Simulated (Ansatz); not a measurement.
Reaction (redistribution): `[F][AlH][CH2][SiH3]` + `C=C[SiH3]` → `C=[CH][AlH][CH2][SiH3]` + `F[SiH3]`

Calculated with Ansatz (gas phase, PBE0-D4/def2-TZVP geometries, no zero-point term in ΔE). CBS: MP2 limit from def2 TZ/QZ plus the TZ coupled-cluster correction, frozen cores. This one scheme is used for every species. One conformer a species, not always the lowest.

| species | CCSD(T)/CBS(def2) energy (Eh) |
| --- | --- |
| `[F][AlH][CH2][SiH3]` | -672.62924 |
| `C=C[SiH3]` | -368.76077 |
| `C=[CH][AlH][CH2][SiH3]` | -650.64533 |
| `F[SiH3]` | -390.72345 |

Work out ΔE.

ΔE = (-650.64533) + (-390.72345) − (-672.62924) − (-368.76077) = 0.02123 Eh = +0.58 eV.

Largest T1 diagnostic among the species: 0.012.

The D4 term adds −0.03 eV with B3LYP and −0.02 eV with PBE0; it sums over pairs of atoms, weighted by their polarisabilities, and B3LYP, whose exchange is more repulsive, gets the larger term. In def2-TZVPP, CCSD(T) changes the Hartree–Fock value by +0.05 eV (the triples alone add −0.00 eV) and MP2 by +0.05 eV.

B3LYP here is the variant with VWN-RPA as its local correlation; programs differ in this.
